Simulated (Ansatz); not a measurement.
System: aminoborane, sum formula BNH₄ (charge 0, singlet). SMILES: BN
Geometry from a B3LYP-D3(BJ)/def2-TZVP (Ansatz, a quantum-chemistry and plane-wave program) optimisation:
```
B
N 1 1.3876
H 2 1.0069 1 123.31
H 2 1.0069 3 113.37 1 180.00
H 1 1.1928 2 119.04 3 0.00
H 1 1.1928 5 121.92 2 180.00
```

Atomisation energy built up term by term with Ansatz (kcal/mol; UHF references for open shells; valence terms freeze the core; atomic spin-orbit terms are left out). CBS(X,Y): correlation extrapolated as X^-3; Hartree-Fock from the larger set.

| term | basis | kcal/mol |
|---|---|---|
| Hartree-Fock | def2-QZVPPD | ? |
| CCSD correlation | CBS(def2-TZVPPD,def2-QZVPPD) | 119.37 |
| (T) | CBS(def2-TZVPPD,def2-QZVPPD) | ? |
| CCSDT - CCSD(T) | cc-pVDZ | 0.05 |
| core correlation | cc-pwCVTZ | 2.06 |
| scalar relativity (X2C) | cc-pVTZ-DK against cc-pVTZ | -0.36 |
| sum: De |  | ? |

**Question.** Fill in the missing entries.

**Answer.** 
- Hartree-Fock, kcal/mol: 374.34
- (T), kcal/mol: 6.04
- sum: De, kcal/mol: 501.5
